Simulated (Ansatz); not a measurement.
Geometry optimisation, RKS B3LYP-D4/6-31G* in Ansatz.

The input (input.yaml):

```yaml
crystal:
  periodic: [false, false, false]
  atoms:
    - { symbol: B, position_ang: [0.0, 0.0, 0.0] }
    - { symbol: F, position_ang: [0.0, 0.0, 1.67] }
    - { symbol: "N", position_ang: [1.3423, 0.0, -0.775] }
    - { symbol: H, position_ang: [1.8089, -0.9179, -1.0268] }
    - { symbol: H, position_ang: [1.7937, 0.9179, -1.0532] }
    - { symbol: C, position_ang: [-1.3856, 0.0, -0.8] }
    - { symbol: H, position_ang: [-1.9458, -0.9305, -0.5708] }
    - { symbol: H, position_ang: [-1.9898, 0.8797, -0.4946] }
    - { symbol: H, position_ang: [-1.1839, 0.0508, -1.8903] }
    - { symbol: H, position_ang: [0.0668, 1.4124, 0.4698] }
    - { symbol: H, position_ang: [0.0526, 1.1131, 1.3144] }
basis:
  gaussian: { orbitals: "6-31G*" }
hamiltonian:
  xc: b3lyp
  dispersion: d4
relax:
  f_tol: 0.15
  max_steps: 25
  restrain:
    - { distance: [0, 9], at: 1.19, k: 30.0 }
    - { distance: [10, 1], at: 0.92, k: 30.0 }
    - { distance: [0, 1], at: 2.52, k: 30.0 }
    - { distance: [10, 9], at: 1.86, k: 30.0 }
```

Launched with:

```bash
$ ansatz run input.yaml --threads 1 --pin off --max-ram 2048MiB --backend cpu --events-out ev --progress --plain --runs-dir out
```

**Question.** Where does it end, and by what steps?

**Answer.** The forces met the threshold. The restraints hold the end off the free minimum; the threshold counts their pulls, which the force column leaves out. Restrained pairs: B1–H10 (1.49 → 1.20 Å), F2–H11 (1.17 → 0.93 Å), B1–F2 (1.67 → 2.53 Å), H10–H11 (0.90 → 1.86 Å). After 9 steps the energy has fallen by 2.821 eV (the restraints' own energy left out); B1 moved furthest, 0.79 Å.

```
step  energy less start (eV)  largest force component (eV/Å)  accepted
   0                  0.0000                           3.571       yes
   1                 -0.6969                           3.915       yes
   2                 -1.6218                           2.674       yes
   3                 -2.0378                           1.784       yes
   4                 -2.4120                           1.185       yes
   5                 -2.6200                           1.358       yes
   6                 -2.7721                           0.519       yes
   7                 -2.7946                           0.679       yes
   8                 -2.8097                           0.554       yes
   9                 -2.8212                           0.483       yes
```

```xyz
11
Properties=species:S:1:pos:R:3
B 0.089 0.627 -0.474
F -0.221 0.095 1.980
N 1.300 0.024 -0.827
H 1.367 -0.885 -1.263
H 2.196 0.446 -0.631
C -1.317 0.009 -0.840
H -1.352 -1.055 -0.582
H -2.142 0.502 -0.314
H -1.531 0.085 -1.917
H 0.185 1.717 0.015
H -0.016 0.959 1.699
```

The run took 29 s on 1 thread of Arm Neoverse V2, with other jobs on the host, peak memory 0.17 GiB.
